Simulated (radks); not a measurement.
The numbers below are computed, except where a source is named.
Initial-state core-level shifts of the magnesium ion Mg+ when its valence configuration changes from [Ne] 3s1. Level of theory: non-relativistic Kohn-Sham, BLYP, spin-unpolarised, spherical densities, point nucleus (a radial shooting solver on a logarithmic mesh with Libxc functionals). Shifts are changes of the shell-averaged eigenvalues in eV (positive: less bound); the change of the density at the nucleus, which sets a Mossbauer isomer shift, is in e/bohr^3, on a base of 1097.

valence	1s	2s	2p	density at nucleus
3p1	-1.784	-1.761	-1.743	-2.1549
3s0.5 3p0.5	-0.908	-0.896	-0.887	-1.0466
